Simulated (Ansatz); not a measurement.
System: WF2, charge 0, multiplicity 5. The spin state was set by rule; other spins were not relaxed. 
Geometry from a B3LYP-D3(BJ)/def2-TZVP (Ansatz, a program for electronic structure) optimisation:
```
W
F 1 1.8947
F 1 1.8947 2 142.14
```
Charge 0, spin multiplicity 5.

Basis-set convergence of Hartree-Fock and CCSD correlation energies (hartree) with Ansatz. Cores are frozen in the correlated levels unless marked. UHF or UKS for open shells. Spin-orbit coupling is left out. The frozen core is the preceding noble-gas configuration, with the filled d and f shells of earlier blocks. Past Kr the def2 sets carry scalar-relativistic core potentials.

| basis | functions | E(HF) | E(corr, CCSD) |
|---|---|---|---|
| def2-SVPD | 81 | -265.19754 | -0.49242 |
| def2-TZVPPD | 139 | [?] | [?] |

### Question
What belongs in the gaps?

### Answer

- def2-TZVPPD, E(HF): -265.45071
- def2-TZVPPD, E(corr, CCSD): -0.62605
